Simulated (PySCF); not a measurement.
Si(F)(Me)2(Cl) (C2H6ClFSi), SMILES C[Si](C)(F)Cl.

Geometry: PBE-D3(BJ)/def2-SVP.

All values below come from PySCF with PBE-D3(BJ)/def2-SVP.

Frequencies are harmonic and unscaled.

| mode | ν (cm⁻¹) | IR (km/mol) | moving atoms (share of kinetic energy) |
|---|---|---|---|
| 1 | 138 | 0.0 | H 99 % |
| 2 | 150 | 0.1 | H 97 % |
| 3 | 170 | 0.3 | C 37 %, H 24 %, Cl 22 %, F 14 % |
| 4 | 175 | 0.6 | C 41 %, H 30 %, F 16 %, Cl 11 % |
| 5 | 221 | 0.5 | H 31 %, C 25 %, Si 19 %, F 15 %, Cl 10 % |
| 6 | 254 | 8.4 | F 42 %, Cl 25 %, Si 14 %, H 10 %, C 9 % |
| 7 | 271 | 20.3 | F 32 %, C 24 %, Si 22 %, H 18 % |
| 8 | 497 | 48.9 | Cl 42 %, Si 26 %, C 18 %, H 9 % |
| 9 | 657 | 38.5 | C 46 %, H 23 %, Si 22 % |
| 10 | 676 | 0.0 | H 65 %, C 30 % |
| 11 | 724 | 0.1 | H 78 %, C 21 % |
| 12 | 770 | 8.6 | H 55 %, F 22 %, C 19 % |
| 13 | 794 | 132.4 | Si 43 %, H 30 %, C 27 % |
| 14 | 827 | 140.4 | H 61 %, C 22 %, Si 16 % |
| 15 | 901 | 155.2 | Si 46 %, F 33 %, H 15 % |
| 16 | 1223 | 46.4 | H 76 %, C 24 % |
| 17 | 1226 | 22.0 | H 78 %, C 21 % |
| 18 | 1371 | 0.4 | H 96 % |
| 19 | 1372 | 1.4 | H 96 % |
| 20 | 1380 | 4.0 | H 96 % |
| 21 | 1384 | 8.8 | H 96 % |
| 22 | 2980 | 0.0 | H 97 % |
| 23 | 2982 | 0.7 | H 97 % |
| 24 | 3081 | 0.0 | H 91 %, C 9 % |
| 25 | 3082 | 3.4 | H 91 %, C 9 % |
| 26 | 3090 | 0.9 | H 91 %, C 9 % |
| 27 | 3090 | 0.2 | H 91 %, C 9 % |
